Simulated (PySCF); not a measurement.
# Core-level binding energies of `N#C[Si@@H]1C[C@H]1C1CC1`

C6H9NSi.
Geometry (PBE0-D3(BJ)/def2-SVP, Å), atoms numbered from 1 in this order:
```
atom  x, y, z in Å
N1     4.3249    0.5361   -1.3103
C2     3.4122    0.1817   -0.6867
Si3    1.9567   -0.3715    0.2922
C4     0.8089   -1.5783   -0.5253
C5     0.2724   -0.1370   -0.4753
C6    -0.9483    0.1539    0.3383
C7    -2.2945    0.2391   -0.3289
C8    -1.6423    1.4758    0.2177
H9     2.1928   -0.3571    1.7506
H10    0.2906   -2.3016    0.1153
H11    1.0664   -1.9868   -1.5081
H12    0.2864    0.3792   -1.4444
H13   -0.9451   -0.2930    1.3395
H14   -2.3264    0.1143   -1.4151
H15   -3.1622   -0.1704    0.1950
H16   -2.0571    1.9298    1.1212
H17   -1.2331    2.1967   -0.4960
```

Theory: delta-SCF UKS SCAN, pcX-2 on the ionised atom, pcseg-1 elsewhere, spin-free X2C (PySCF 2.14.0). Each binding energy is the total energy of the core-ionised species, with the hole localised on one atom, minus that of the ground state; both are solved self-consistently, so orbital relaxation is included.

Question: What binding energy does each computed site have?

Answer: 
```tsv
atom(s)	environment	level	binding energy (eV)	2p1/2 (eV)	above the level's lowest (eV)	count
Si3	SiH silicon	Si 1s	1847.03	–	0.00	1
N1	cyano nitrogen	N 1s	404.73	–	0.00	1
C2	cyano carbon	C 1s	291.46	–	+1.06	1
C6	three-membered-ring carbon	C 1s	290.92	–	+0.52	1
C8	three-membered-ring carbon	C 1s	290.69	–	+0.29	1
C7	three-membered-ring carbon	C 1s	290.61	–	+0.21	1
C5	sp3 carbon bound to silicon	C 1s	290.58	–	+0.18	1
C4	sp3 carbon bound to silicon	C 1s	290.40	–	0.00	1
Si3	SiH silicon	Si 2p3/2	107.26	107.88	0.00	1
```

Lowest listed C 1s: C4, bonded to C, 2 H and Si. Highest, 1.06 eV above it: C2, bonded to N (triple bond) and Si. The widest gap between neighbouring values is 0.54 eV, between 290.92 and 291.46 eV. Summing the Pauling electronegativity differences to the bonded atoms, each weighted by its formal bond order, gives -1.35 for the lowest site and +0.82 for the highest; no listed site has a larger sum than the highest. The values 290.58 and 290.61 eV lie too close for their order to be trusted.

Question: Which photon energy gives electrons from C 1s of C6 a kinetic energy of 200 eV, and what is their de Broglie wavelength?

Answer: hν = 290.92 + 200 = 490.92 eV, recoil neglected; λ = 12.264 Å/√(E/eV) = 0.87 Å.

Question: What is the C 1s shift of C6 against C7?

Answer: 290.92 − 290.61 = +0.31 eV, or +30 kJ/mol.

2p3/2 and 2p1/2 are the ΔSCF energy of one spin-free 2p hole plus the eigenvalues of a spin–orbit and ligand-field matrix of the shell. 2p1/2 minus 2p3/2 (ligand field included): Si 0.63 eV. One conformer (not necessarily the lowest) at the PBE0-D3(BJ)/def2-SVP geometry, without solvent, vibrations or thermal averaging.
